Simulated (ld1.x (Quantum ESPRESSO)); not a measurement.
# Building the PAW potential for silicon (LDA (PZ), scalar-relativistic).

```json
{"Element": "Si", "Generator": "ld1.x (Quantum ESPRESSO) 7.5", "Type": "PAW", "Functional": "LDA (PZ)", "Relativity": "scalar-relativistic", "Frozen core": "[Ne]", "Valence charge": "4", "Reference configuration": "3s1 3p3", "Partial waves": "3s (bound): rcut 1.65, rcutus 1.80 bohr; 3s channel at 1.75 Ry: rcut 1.65, rcutus 1.80 bohr; 3p (bound): rcut 1.95, rcutus 2.40 bohr; 3p channel at 3.15 Ry: rcut 1.95, rcutus 2.40 bohr", "Local potential": "all-electron potential smoothed inside 1.65 bohr (lloc = -2)", "Core correction": "a·sin(br)/r model core inside 1.65 bohr", "Augmentation charge": "PSQ, inside the norm-conserving radii"}
```

All-electron outer shells of the reference configuration (LDA (PZ), scalar-relativistic, ld1.x):

```csv
shell,level (eV),outermost node (bohr),outermost maximum (bohr)
2s,-140.34,0.15,0.45
2p,-97.19,–,0.39
3s,-11.64,0.72,1.75
3p,-4.75,0.72,2.11
```

(1) Estimate the cutoffs (Ry, on a coarse ladder) from which the occupation-weighted sum of valence levels, in a spherical-Bessel basis at the reference potential, stays within 10 and 1 mRy of its value at 400 Ry.

(2) Does the potential have ghost states?

(3) Is the overlap operator S = 1 + Σ q|β⟩⟨β| positive definite (Bessel basis up to 400 Ry)?

(4) Tests: 3s2 3p2; 3s2 3p1; 3s2 3p0; 3s1 3p0; 3s2 3p2.3; 3s2 3p1.5; 3s1 3p2. Which has the largest error in its energy relative to the reference configuration, and how large is it?

## Answers

(1) 10 Ry and 12 Ry.

(2) No extra level below or beside the all-electron valence levels (s, p, d, f tested).

(3) Yes: its lowest eigenvalue is 0.16 (p channel).

(4) 3s1 3p0, with -59 meV (all-electron minus pseudo) on +51.28 eV.
